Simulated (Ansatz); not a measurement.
C2H4Si, SMILES `C1=C[SiH2]1` (charge 0, multiplicity 1).

Method: LDA/cc-pVTZ // B3LYP-D3(BJ)/def2-TZVP run with Ansatz (a program for electronic structure).

Ansatz 0.2 input:
```yaml
crystal:
  periodic: [false, false, false]
  atoms:
    - { symbol: C, position_ang: [-0.739062, -0.669892, -0.041492] }
    - { symbol: C, position_ang: [-0.745571, 0.659926, -0.072876] }
    - { symbol: Si, position_ang: [0.937604, 0.006295, 0.072227] }
    - { symbol: H, position_ang: [-1.487974, -1.449294, -0.0812] }
    - { symbol: H, position_ang: [-1.502068, 1.42922, -0.149134] }
    - { symbol: H, position_ang: [1.674669, 0.040112, 1.352304] }
    - { symbol: H, position_ang: [1.862404, -0.016368, -1.079833] }
basis:
  gaussian: { orbitals: cc-pVTZ }
hamiltonian:
  xc: lda
```

Output:

```
Functional definition: SPW92
843 factors; their error is unknown
mean field evaluation 1: about -9953.2703 eV, gradient 6.4e1 eV
mean field evaluation 2: about -9919.7401 eV, gradient 1.2e2 eV
mean field evaluation 4: about -9963.5066 eV, gradient 7.8e0 eV
mean field evaluation 8: about -9963.7235 eV, gradient 1.8e-1 eV
mean field evaluation 16: about -9963.6932 eV, gradient 1.0e-4 eV
mean field -9963.69320021 eV, -366.1589714739 hartree, gradient 7.1e-6 eV, S^2 0.000000; 0 other end points of the search recorded, 0 dependent functions left out
reference -9963.69323268 eV, -366.1589726672 hartree; 15, 15 occupied and 135, 135 virtual orbitals, 843 factors
Total energy: -9963.69323268 eV, -366.1589726672 hartree
```
